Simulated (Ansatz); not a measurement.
Two isomers of C2H8OSi2: A = `[SiH3]C[SiH]1CO1`, B = `C=C[SiH2]O[SiH3]`.

Program: Ansatz. Geometries: PBE0-D4/def2-TZVP. ΔE: electronic, gas phase. CCSD(T)/CBS adds triple-zeta CCSD(T) − MP2 to the extrapolated MP2 energy (def2 sets, frozen cores). Functionals use def2-TZVPP. Each species was taken in one conformer, which may not be the lowest.

Q: Which isomer does CCSD(T)/CBS put lower? Give the gap. (An estimate is asked.)

A: Computed: B, by 187.9 kJ/mol.

Q: Give E(B) − E(A) in kJ/mol with B2PLYP, PBE0-D4, CCSD/def2-TZVPP, ωB97M-V, PBE-D4, r2SCAN-D4, HF/def2-TZVPP. (An estimate is asked.)

A: The calculation gave: B2PLYP -190.2, PBE0-D4 -159.0, CCSD/def2-TZVPP -193.2, ωB97M-V -176.2, PBE-D4 -147.8, r2SCAN-D4 -166.9, HF/def2-TZVPP -240.5. None reverses the order clearly.

Largest T1 diagnostic: 0.013.

From PBE to PBE0 (25 % exact exchange), in def2-TZVPP and without D4, E(B) − E(A) moves by −11.2 kJ/mol. In def2-TZVPP, CCSD(T) changes the Hartree–Fock value by +53.8 kJ/mol (the triples alone add +6.6 kJ/mol) and MP2 by +58.8 kJ/mol.
